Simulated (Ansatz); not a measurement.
Geometry optimisation, RKS B3LYP-D4/def2-TZVP (Ansatz 0.2.0).

Input file:

```yaml
crystal:
  periodic: [false, false, false]
  atoms:
    - { symbol: C, position_ang: [-2.64241, 0.74447, -0.47687] }
    - { symbol: Si, position_ang: [-1.07105, 0.08913, -0.41441] }
    - { symbol: Sn, position_ang: [1.30145, -0.22805, 0.34471] }
    - { symbol: H, position_ang: [-3.43687, 0.3964, -1.11981] }
    - { symbol: H, position_ang: [1.85737, -1.84014, 0.32795] }
    - { symbol: H, position_ang: [2.44139, 0.63981, -0.57484] }
    - { symbol: H, position_ang: [1.55075, 0.2914, 1.95018] }
basis:
  gaussian: { orbitals: def2-TZVP }
hamiltonian:
  xc: b3lyp
  dispersion: d4
relax:
  f_tol: 0.015
  max_steps: 40
```

Command:

```bash
$ ansatz run input.yaml --threads 2 --pin off --max-ram 3072MiB --backend cpu --events-out ev --progress --plain --runs-dir out
```

Q: Where does it end, and by what steps?

A: The run converged. After 22 steps the energy has fallen by 1.808 eV; H4 moved furthest, 2.08 Å. Parted: Si2–Sn3. Joined: C1–Sn3.

```json
{"step": "0", "energy less start (eV)": "0.0000", "largest force component (eV/Å)": "2.474", "accepted": "yes"}
{"step": "1", "energy less start (eV)": "-0.2583", "largest force component (eV/Å)": "1.201", "accepted": "yes"}
{"step": "2", "energy less start (eV)": "-0.3338", "largest force component (eV/Å)": "1.333", "accepted": "yes"}
{"step": "3", "energy less start (eV)": "-0.5316", "largest force component (eV/Å)": "0.729", "accepted": "yes"}
{"step": "4", "energy less start (eV)": "-0.5800", "largest force component (eV/Å)": "0.480", "accepted": "yes"}
{"step": "5", "energy less start (eV)": "-0.6235", "largest force component (eV/Å)": "0.278", "accepted": "yes"}
{"step": "6", "energy less start (eV)": "-0.6652", "largest force component (eV/Å)": "0.512", "accepted": "yes"}
{"step": "7", "energy less start (eV)": "-0.6951", "largest force component (eV/Å)": "0.757", "accepted": "yes"}
{"step": "8", "energy less start (eV)": "-0.7285", "largest force component (eV/Å)": "1.278", "accepted": "yes"}
{"step": "9", "energy less start (eV)": "-0.8470", "largest force component (eV/Å)": "1.036", "accepted": "yes"}
{"step": "10", "energy less start (eV)": "-1.0112", "largest force component (eV/Å)": "0.822", "accepted": "yes"}
{"step": "11", "energy less start (eV)": "-1.2096", "largest force component (eV/Å)": "0.818", "accepted": "yes"}
{"step": "12", "energy less start (eV)": "-1.4256", "largest force component (eV/Å)": "0.824", "accepted": "yes"}
{"step": "13", "energy less start (eV)": "-1.6049", "largest force component (eV/Å)": "0.857", "accepted": "yes"}
{"step": "14", "energy less start (eV)": "-1.7008", "largest force component (eV/Å)": "0.576", "accepted": "yes"}
{"step": "15", "energy less start (eV)": "-1.7525", "largest force component (eV/Å)": "0.352", "accepted": "yes"}
{"step": "16", "energy less start (eV)": "-1.7797", "largest force component (eV/Å)": "0.222", "accepted": "yes"}
{"step": "17", "energy less start (eV)": "-1.7861", "largest force component (eV/Å)": "0.626", "accepted": "yes"}
{"step": "18", "energy less start (eV)": "-1.7992", "largest force component (eV/Å)": "0.298", "accepted": "yes"}
{"step": "19", "energy less start (eV)": "-1.8077", "largest force component (eV/Å)": "0.045", "accepted": "yes"}
{"step": "20", "energy less start (eV)": "-1.8078", "largest force component (eV/Å)": "0.046", "accepted": "yes"}
{"step": "21", "energy less start (eV)": "-1.8082", "largest force component (eV/Å)": "0.032", "accepted": "yes"}
{"step": "22", "energy less start (eV)": "-1.8083", "largest force component (eV/Å)": "0.006", "accepted": "yes"}
```

```xyz
7
Properties=species:S:1:pos:R:3
C -1.222 0.175 -0.556
Si -1.585 -1.285 -1.317
Sn 0.728 0.034 0.386
H -1.646 1.157 -0.385
H 1.413 -1.517 0.128
H 1.759 1.226 -0.288
H 0.554 0.303 2.069
```

Whether the end is a true minimum wasn't checked by a vibrational analysis.

Run time: 61 s on 2 threads of Arm Neoverse V2 (shared host), peak memory 0.3 GiB.
